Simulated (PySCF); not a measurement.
C₂H₈BN. Atoms are numbered in the order given.

```xyz
12

B      0.0000     0.0000     0.0551
C      1.3807     0.0000    -0.7318
H      1.4486     0.8807    -1.3957
H      1.4486    -0.8807    -1.3957
H      2.2729     0.0000    -0.0832
C     -1.3807     0.0000    -0.7318
H     -1.4486     0.8807    -1.3957
H     -2.2729     0.0000    -0.0832
H     -1.4486    -0.8807    -1.3957
N      0.0000     0.0000     1.4599
H     -0.8478     0.0000     2.0179
H      0.8478     0.0000     2.0179
```

Geometry: TPSSh-D3(BJ)/def2-SVP. Other conformers were not sampled.

All values below come from B3LYP/pcSseg-1 (PySCF).

GIAO shieldings, no solvent; atoms alike by connectivity are averaged. δ = σ(ref) − σ: ¹¹B against BF3 (σ = 86.3 ppm); ¹³C against TMS (σ = 181.3 ppm); ¹H against TMS (σ = 31.68 ppm); ¹⁵N against NH3 (σ = 265.5 ppm), references at their B3LYP-D3(BJ)/def2-TZVP geometries, non-relativistic.

```
nucleus                   atoms  count  δ (ppm)
-------  ----------------------  -----  -------
¹¹B                          B1      1     34.6
¹³C                      C2, C6      2      8.2
¹H                     H11, H12      2     3.84
¹H       H3, H4, H5, H7, H8, H9      6     0.59
¹⁵N                         N10      1    113.6
```
